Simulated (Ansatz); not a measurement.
Frontier orbitals of Cl₃HSSi, SMILES `S[Si](Cl)(Cl)Cl`.

```xyz
6

S     0.5912    1.2089    1.1254
Si   -0.1108   -0.0607   -0.3997
Cl   -0.2030    1.0746   -2.0769
Cl    1.1269   -1.6421   -0.7152
Cl   -1.9527   -0.8150    0.0139
H     0.5483    0.2344    2.0525
```

Total charge 0; spin multiplicity 1. Geometry: relaxed with PBE0-D4/def2-TZVP. It is one conformer, not always the lowest. Basis def2-TZVPP, Ansatz.

| functional | HOMO (eV) | LUMO (eV) | gap (eV) |
| --- | --- | --- | --- |
| LDA (SPW92) | -7.06 | -1.80 | 5.26 |
| PBE | -6.92 | -1.56 | 5.36 |
| PBE0 | -8.20 | -0.58 | 7.62 |
| r2SCANh | -7.70 | -0.91 | 6.79 |
| LC-ωPBE | -10.98 | 1.79 | 12.77 |
| ωB97M-V | -10.39 | 1.50 | 11.89 |

Against PBE, PBE0 changes HOMO and LUMO by −1.29 and +0.98 eV, ωB97M-V by −3.47 and +3.06 eV. A gap of 5.36 eV thus becomes 11.89 eV for the same molecule, so an orbital gap means little without its functional. A positive LUMO is unbound and depends on the basis.

LC-ωPBE has ω = 0.4 bohr⁻¹.
